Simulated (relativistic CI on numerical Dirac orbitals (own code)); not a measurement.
## Cr5+: 3s photoemission

Computed with this model: Dirac-Coulomb-Breit CI, separate exchange-only KLI orbitals for each configuration, a model potential for QED, multiplet model of photoemission in the sudden approximation, unscaled Slater integrals; configurations [Ar] 3d → [Ne] 3s 3p6 3d; 300 K; Lorentzian 1.5 eV and Gaussian 0.6 eV FWHM. Energies are those of the free ion, without screening or charge transfer. The energies are binding energies and can lie tens of eV above those of solids. Without intra-shell correlation the exchange splitting of an s hole comes out too large, often by half or more. S is read from ⟨S²⟩ = S(S + 1).

free ion: ground-state S = 0.50, centroid 172.80 eV. Peaks (eV, height): 171.6 (100), 176.6 (34).

Strongest unbroadened transitions for free ion:

| Energy (eV) | Relative strength |
| --- | --- |
| 171.46 | 0.8 |
| 171.52 | 98.0 |
| 171.54 | 3.0 |
| 171.57 | 100.0 |
| 176.60 | 1.3 |
| 176.71 | 63.3 |
